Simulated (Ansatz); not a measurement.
`BCC(C)C`. Charge 0, multiplicity 1. All single points use the PBE0-D4/def2-TZVP geometry. It is one conformer, not always the lowest.

```xyz
16

B    -0.088    2.221   -0.387
C    -0.081    0.969    0.524
C     0.358   -0.365   -0.074
C     0.568   -1.422    1.000
C    -0.650   -0.837   -1.112
H    -0.625    3.229   -0.025
H     0.496    2.234   -1.436
H     0.627    1.279    1.319
H    -1.029    0.860    1.069
H     1.315   -0.200   -0.586
H     0.898   -2.371    0.568
H    -0.364   -1.611    1.542
H     1.318   -1.106    1.730
H    -1.629   -1.002   -0.650
H    -0.338   -1.778   -1.573
H    -0.776   -0.099   -1.908
```

(1) What is the dipole moment at r2SCAN/def2-TZVPP? (Best estimate.)

(2) And with PBE, B3LYP, ωB97M-V? (Estimate.)

(3) Give the Mulliken charges with r2SCAN, ωB97M-V, B3LYP in def2-TZVPP. (Estimate.)

## Answers

(1) Ansatz gave: 0.71 D, with components (0.13, -0.55, 0.42) D in this frame, pointing from negative to positive charge.

(2) Computed: PBE 0.74 D, B3LYP 0.65 D, ωB97M-V 0.66 D.

(3) The calculation gave: 
| atom | r2SCAN | ωB97M-V | B3LYP |
| --- | --- | --- | --- |
| B1 | -0.02 | -0.19 | -0.10 |
| C2 | -0.13 | -0.20 | -0.15 |
| C3 | 0.18 | -0.04 | 0.09 |
| C4 | -0.17 | -0.30 | -0.26 |
| C5 | -0.17 | -0.31 | -0.27 |
| H6 | 0.00 | 0.08 | 0.04 |
| H7 | 0.00 | 0.07 | 0.03 |
| H8 | 0.04 | 0.10 | 0.06 |
| H9 | 0.05 | 0.12 | 0.08 |
| H10 | -0.02 | 0.07 | 0.03 |
| H11 | 0.04 | 0.10 | 0.08 |
| H12 | 0.03 | 0.10 | 0.07 |
| H13 | 0.04 | 0.10 | 0.07 |
| H14 | 0.04 | 0.10 | 0.07 |
| H15 | 0.04 | 0.10 | 0.08 |
| H16 | 0.05 | 0.10 | 0.08 |

B3LYP here is the variant with VWN-RPA as its local correlation; programs differ in this.
